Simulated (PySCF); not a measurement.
Mg(F)(NH2) (FH2MgN), SMILES [NH2][Mg][F]. Atoms are numbered in the order given.

```xyz
5

Mg     0.0000     0.0000    -0.0763
F      0.0000     0.0000    -1.8388
N      0.0000     0.0000     1.8070
H      0.0000    -0.8139     2.4079
H      0.0000     0.8139     2.4079
```
Charge 0, spin multiplicity 1.

Geometry: TPSSh-D3(BJ)/def2-TZVP. One conformer was computed; it need not be the lowest.

Method: PBE0/pcSseg-2 run with PySCF.

GIAO shieldings, no solvent; atoms alike by connectivity are averaged. δ = σ(ref) − σ: ¹⁹F against CFCl3 (σ = 165.8 ppm); ¹⁵N against NH3 (σ = 263.3 ppm); ¹H against TMS (σ = 31.54 ppm), references at their B3LYP-D3(BJ)/def2-TZVP geometries, non-relativistic.

| nucleus | atoms | count | δ (ppm) |
|---|---|---|---|
| ¹⁹F | F2 | 1 | -256.6 |
| ¹⁵N | N3 | 1 | -27.9 |
| ¹H | H4, H5 | 2 | -0.94 |
